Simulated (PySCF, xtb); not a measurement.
Mg(H)(SH) (H₂MgS), SMILES [MgH][SH].

GFN2-xTB in xtb at its own geometry gives an orbital gap of 2.77 eV and a dipole moment of 3.21 D.

Geometry: B3LYP-D3(BJ)/def2-TZVP.

Task: What does PBE/def2-TZVPD run with PySCF give? (An estimate is asked for; the answer gives what the named calculation found.)

Result: gap 4.30 eV (levels -5.93 and -1.63 eV), dipole 1.17 D.
